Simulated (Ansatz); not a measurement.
Computed with Ansatz on PBE0-D4/def2-TZVP structures; ΔE is electronic, products minus reactants. CCSD(T)/CBS is the MP2 limit (def2-TZVPP, def2-QZVPP) plus CCSD(T) − MP2 in def2-TZVPP, frozen cores. DFT in def2-TZVPP. def2 core potentials past Kr. For Br, Sn outer-core shells are correlated without core-valence functions, which leaves a few kJ/mol of doubt a bond. Scalar relativity is left out up to krypton. Each species was taken in one conformer, which may not be the lowest.

Consider the formal exchange of groups at the Si–N bond: `C[SiH2][NH][SnH3]` + `CCCBr` → `C[SiH2]CBr` + `CC[NH][SnH3]`.

CCSD(T)/CBS gives +1.13 eV.

Another level gave +1.09 eV. Which?
A. PBE0/def2-TZVPP
B. ωB97X-V/def2-TZVPP
C. PBE/def2-TZVPP
D. SCS-MP2/def2-TZVPP

B. ωB97X-V 1.09, SCS-MP2/def2-TZVPP 1.14, PBE0 1.04, PBE 0.97 eV.

Largest T1 diagnostic among the species: 0.012.

The D4 term adds +0.04 eV with B3LYP and +0.02 eV with PBE0; it sums over pairs of atoms, weighted by their polarisabilities, and B3LYP, whose exchange is more repulsive, gets the larger term. From PBE to PBE0 (25 % exact exchange), in def2-TZVPP and without D4, ΔE moves by +0.07 eV.

B3LYP here is the variant with VWN-RPA as its local correlation; programs differ in this.
